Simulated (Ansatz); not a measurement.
`[BH2][InH][CH2]F` and `F[CH2][InH][F]` differ in one atom or group.

Ansatz, PBE0-D4/def2-TZVP geometries, multiplicity 1. Each molecule was computed in one conformer, which needn't be the lowest.

Elements past krypton have def2 core potentials.

```
                                        property  `[BH2][InH][CH2]F`
           LUMO energy (ωB97M-V/def2-TZVPP) / eV               -0.44
size of the dipole moment (B3LYP/def2-TZVPP) / D                1.19
         HOMO–LUMO gap (ωB97M-V/def2-TZVPP) / eV                8.73
           HOMO–LUMO gap (B3LYP/def2-TZVPP) / eV                4.29
             HOMO–LUMO gap (PBE/def2-TZVPP) / eV                2.56
           HOMO energy (ωB97M-V/def2-TZVPP) / eV               -9.16
```

Give the same properties after the change, and the shifts. (Best estimate.)

Computed: 
| property | `F[CH2][InH][F]` | shift |
| --- | --- | --- |
| LUMO energy (ωB97M-V/def2-TZVPP) / eV | -0.22 | 0.22 |
| size of the dipole moment (B3LYP/def2-TZVPP) / D | 1.70 | 0.51 |
| HOMO–LUMO gap (ωB97M-V/def2-TZVPP) / eV | 9.99 | 1.26 |
| HOMO–LUMO gap (B3LYP/def2-TZVPP) / eV | 5.84 | 1.55 |
| HOMO–LUMO gap (PBE/def2-TZVPP) / eV | 4.28 | 1.72 |
| HOMO energy (ωB97M-V/def2-TZVPP) / eV | -10.21 | -1.05 |

With PBE0 the HOMO falls by 0.99 eV and the LUMO rises by 0.65 eV, so the gap widens by about 1.64 eV. PBE moves the HOMO by -0.80 eV and ωB97M-V by -1.05 eV. Dipoles are sizes alone; their direction can turn.

B3LYP here is the variant with VWN-RPA as its local correlation; programs differ in this.
